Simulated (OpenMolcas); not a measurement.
neutral osmium: thermal populations, worked from levels

```
Program             : OpenMolcas 26.06
Basis               : ANO-RCC-VQZP [9s8p6d4f3g2h]
Scalar Hamiltonian  : DKH2, point nucleus
Active space        : 6 electrons in 5 orbitals (5d)
State averaging     : 2S+1 = 5 even, 5 roots; 2S+1 = 3 even, 45 roots; 2S+1 = 1 even, 50 roots (44 in the spin-orbit step)
Spin-orbit coupling : state interaction with AMFI integrals over the reference wave functions, term energies averaged over their components
```

Methods: CASSCF; MS-CASPT2, IPEA 0.25 Eh, imaginary shift 0.1 Eh (closed shells correlated: 5s 5p 6s). Measured levels: NIST Handbook of Basic Atomic Spectroscopic Data.

**Thermal populations.** Z = Σ (2J + 1) exp(-E/kT) with k = 0.695035 cm-1/K, over the levels below. No other level of either list lies under 5090 cm-1, which is above 7 kT at each temperature.

| Level | 2J + 1 | MS-CASPT2 | measured |
| --- | --- | --- | --- |
| 5d⁶ 6s² ⁵D₄ | 9 | 0.0 | 0.0 |
| 5d⁶ 6s² ⁵D₂ [61 %] | 5 | 3900 | 2740 |
| 5d⁶ 6s² ⁵D₃ | 7 | 4440 | 4159 |

```json
{"T (K)": "1000", "Z, MS-CASPT2": "9.030", "Z, measured levels": "9.115", "Ground level (%), MS-CASPT2": "99.7", "Ground level (%), measured levels": "98.7"}
```

At 1000 K, kT = 695 cm-1, and the computed levels give Z = 9.000 + 0.018 + 0.012 = 9.030.

CASPT2 does not keep the components of a term degenerate, so their means are used; among the terms shown or strongly mixed into the levels shown the widest spread is 68 cm-1 (5d⁶ 6s² ³P(1), MS-CASPT2). Some high roots are left out of the spin-orbit mixing, which shifts the levels that they would mix with. With the s shell closed, the reference lacks s² → p², s² → d² and s → d mixing, so excited terms can stand far too high and out of order, with CASPT2 too. Without dynamic correlation excited terms often stand tens of per cent too high (terms of higher spin than the ground term too low), and those without a measured partner can miss by more than the paired ones (holds for CASSCF). Computed and measured levels are paired by configuration, term and J; levels that our copy of the source lacks, or whose pairing is in doubt (as where it misses far off the trend of its configuration), stay unpaired and out of the deviations. Only configurations of the active space appear.

A share in square brackets marks a mixed level and gives the weight of the term that names it, the lowest over the columns. A number in round brackets counts repeated terms of one configuration in the order of the reference energies.
